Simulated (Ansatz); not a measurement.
```yaml
crystal:
  periodic: [false, false, false]
  atoms:
    - {symbol: N, position_ang: [-1.439099, 0.296824, -0.848251]}
    - {symbol: Si, position_ang: [-0.405997, -0.626884, 0.154545]}
    - {symbol: C, position_ang: [1.227510, 0.206843, 0.603928]}
    - {symbol: Cl, position_ang: [2.099177, 0.613135, -0.906208]}
    - {symbol: H, position_ang: [-1.152620, 0.533287, -1.784597]}
    - {symbol: H, position_ang: [-2.023128, 1.014951, -0.452873]}
    - {symbol: H, position_ang: [-0.054482, -1.892347, -0.535648]}
    - {symbol: H, position_ang: [-1.131227, -0.889057, 1.427525]}
    - {symbol: H, position_ang: [1.085779, 1.137815, 1.154525]}
    - {symbol: H, position_ang: [1.877287, -0.445667, 1.189855]}
basis:
  gaussian: {orbitals: "6-31++G**", final_grid: {core_spheres: 20, valence_spheres: 16, degree: 47}, nuclear_model: gaussian, point_charges: [{charge: -1.00, position_ang: [5.944, -0.503, -0.420]}]}
magnetization: {spin_polarized: true, initial_magnetization: 2}
hamiltonian: {xc: {name: BHLYP}, dispersion: d3bjatm}
output: {forces: true}
```

```sh
$ ansatz run in.yaml --threads 2 --pin off --events-out ev --progress --plain --max-ram 4352MiB
```

Output, abridged:

```
Functional definition: BHLYP
1074 factors; integrals over basis functions are off by at most 9.9e-4 eV
mean field evaluation 1: about -23007.0361 eV, gradient 4.7e1 eV
mean field evaluation 2: about -22991.0422 eV, gradient 6.8e1 eV
mean field evaluation 4: about -23017.0765 eV, gradient 6.7e0 eV
mean field evaluation 8: about -23017.3857 eV, gradient 3.6e-1 eV
mean field evaluation 16: about -23017.3482 eV, gradient 6.7e0 eV
mean field -23017.99652013 eV, -845.8957699564 hartree, gradient 3.4e-5 eV, S^2 2.009648; 2 other end points of the search recorded, 0 dependent functions left out
reference -23017.99672545 eV, -845.8957775018 hartree; 26, 24 occupied and 94, 96 virtual orbitals, 1074 factors
Total energy: -23018.31518615 eV, -845.9074807165 hartree
Atom 0 at    -1.439099     0.296824    -0.848251 Å, force     0.425445     0.786661    -0.777965 eV/Å
Atom 1 at    -0.405997    -0.626884     0.154545 Å, force     1.485998    -3.015583     2.527447 eV/Å
Atom 2 at     1.227510     0.206843     0.603928 Å, force     0.464125     1.119791    -0.456253 eV/Å
Atom 3 at     2.099177     0.613135    -0.906208 Å, force     0.025943    -0.042760     0.155038 eV/Å
Atom 4 at    -1.152620     0.533287    -1.784597 Å, force    -0.049888     0.063536    -1.430395 eV/Å
Atom 5 at    -2.023128     1.014951    -0.452873 Å, force    -1.577557     1.091381     0.618432 eV/Å
Atom 6 at    -0.054482    -1.892347    -0.535648 Å, force    -0.281381     0.374738     0.004710 eV/Å
Atom 7 at    -1.131227    -0.889057     1.427525 Å, force     0.022454     0.080308    -0.427090 eV/Å
Atom 8 at     1.085779     1.137815     1.154525 Å, force    -0.080558    -0.299689    -0.084879 eV/Å
Atom 9 at     1.877287    -0.445667     1.189855 Å, force    -0.354618    -0.142696    -0.184521 eV/Å
Dipole moment:     1.048037    -0.643094     0.457918 e Å
```

Hardware: 2 threads of an Intel Xeon 6975P-C on a shared host. Wall time 7 s, peak host memory 0.42 GiB.
